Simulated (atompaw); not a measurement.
Building the PAW (atompaw) potential for iodine (PBEsol, scalar-relativistic).

atompaw 4.2.0.5 input, output lines left out:

```
I 53
GGA-PBESOL scalarrelativistic loggrid 1500 logderivrange -3 5 201
5 5 4 0 0 0
5 0 1.5
5 1 5.5
0 0 0
c
c
c
c
v
c
c
c
v
c
c
1
1.70 1.55 1.30 1.00
y
-1
n
y
0.8
n
bloechl sinc
2 0 vpsmatchnc
```

(1) Does this generation succeed?

## Answers

(1) No. atompaw 4.2.0.5 stopped with "atompaw: terminating projector 1000": the iteration for the Blöchl projector did not settle.
